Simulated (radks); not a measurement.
Er LXIII, configuration [He] 2s2 2p2 (the NIST ground configuration). Calculated with a radial shooting solver on a logarithmic mesh with Libxc functionals: non-relativistic Kohn-Sham, TPSS, spin-polarised, spherical densities, point nucleus; open shells are filled with parallel spins first (spin-orbit coupling, left out, can overturn this in heavy ions); meta-GGA in the generalised Kohn-Sham scheme; relativity is left out, which matters for an element this heavy.

Unscreened Slater integrals over Kohn-Sham orbitals (hartree). They are taken over the spin-up orbitals.

| integral | value |
|---|---|
| F0(2p,2p) | 11.867 |
| F2(2p,2p) | 5.7234 |
| F0(2p,2s) | 10.659 |
| G1(2p,2s) | 5.8672 |
| F0(2p,1s) | 15.927 |
| G1(2p,1s) | 3.2125 |
| F0(2s,2s) | 9.9229 |
| F0(2s,1s) | 13.859 |
| G0(2s,1s) | 1.4170 |
| F0(1s,1s) | 42.187 |

Derived for the open shells (J is the average intra-shell exchange parameter used in DFT+U). 2p: J = F2/5 = 1.145 hartree.
